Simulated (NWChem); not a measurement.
System: AuH3O; SMILES [OH2]->[AuH]

```xyz
5

Au    -0.0006    -0.2102     0.0183
H     -0.0011    -1.7623    -0.0399
O     -0.0006     2.0624     0.0817
H     -0.7756     2.3746    -0.4265
H      0.7702     2.3758    -0.4314
```
Atoms are numbered in this order, from 1.

Level: PBE-D3(BJ)/def2-SVP with def2 effective core potentials on Au (NWChem), optimised geometry, unscaled harmonic frequencies. def2 effective core potentials on Au; no spin-orbit coupling.

```csv
frequency (cm⁻¹),IR intensity (km/mol)
298,16.0
429,180.0
447,4.2
586,70.1
655,7.2
1571,54.7
2278,49.4
3662,43.0
3758,98.8
```

```yaml
zero_point_energy: 19.6 kcal/mol
thermal correction to the enthalpy at 298.15 K (with zero-point energy): 22.7 kcal/mol
heat capacity Cv: 12.4 cal/(mol K)
entropy at 298.15 K and 1 atm (symmetry number 1): 67.0 cal/(mol K)
```

Rigid rotor and harmonic oscillator.
